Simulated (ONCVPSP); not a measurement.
# Pseudopotential generation for Gd: ONCV, PBE, fully relativistic.

* Element: Gd (Z = 64)
* Generator: ONCVPSP 4.0.1
* Type: optimised norm-conserving Vanderbilt (ONCV)
* Functional: PBE
* Relativity: fully relativistic
* Frozen core: [Kr] 4d10
* Valence charge: 18
* Reference configuration: 4f7 5s2 5p6 5d1 6s2
* Partial waves: 5s+6s: rc 2.10 bohr, ncon 4, nbas 7, qcut 6.5 1/bohr, 2 projectors; 5p: rc 2.15 bohr, ncon 3, nbas 6, qcut 6.2 1/bohr, 2 projectors, debl 1.2 Ha; 5d: rc 2.80 bohr, ncon 5, nbas 10, qcut 6.8 1/bohr, 2 projectors, debl 3.5 Ha; 4f: rc 1.10 bohr, ncon 3, nbas 7, qcut 15.8 1/bohr, 3 projectors, debl 0.9 Ha
* Local potential: polynomial inside 0.95 bohr (lpopt 5, dvloc0 0 Ha)
* Core correction: Teter function, fcfact 4.25, rcfact 1.3

Open shells are filled in proportion to 2j + 1.

All-electron outer shells of the reference configuration (PBE, scalar-relativistic, ld1.x):

```tsv
shell	level (eV)	outermost node (bohr)	outermost maximum (bohr)
4d	-147.72	0.27	0.56
5s	-49.74	0.65	1.20
5p	-27.26	0.70	1.35
4f	-8.70	–	0.56
6s	-4.13	1.60	3.37
5d	-2.53	0.79	1.95
```

(1) Estimate the cutoffs (Ha) at which the residual kinetic energy of the hardest occupied pseudo-wave falls to 1 and 0.1 mHa per electron.

(2) Does the potential have ghost states?

(3) Which valence shell sets the plane-wave cutoff?

Answers

(1) 102 Ha and 113 Ha.

(2) Ghosts flagged at negative energy: s at -235.7 eV; GHOST(+) flagged for p3/2 at 18.4 eV, p1/2 at 39.1 eV, d5/2 at 196.6 eV. A true bound ghost makes a file unfit for plane-wave use.

(3) 4f: 102 Ha for 1 mHa per electron, against 13 Ha for 5s.

Its largest configuration-test error is -18 meV (4f7 5s2 5p5 5d1 6s2). 1 of 4 tests not solved or not reliable.
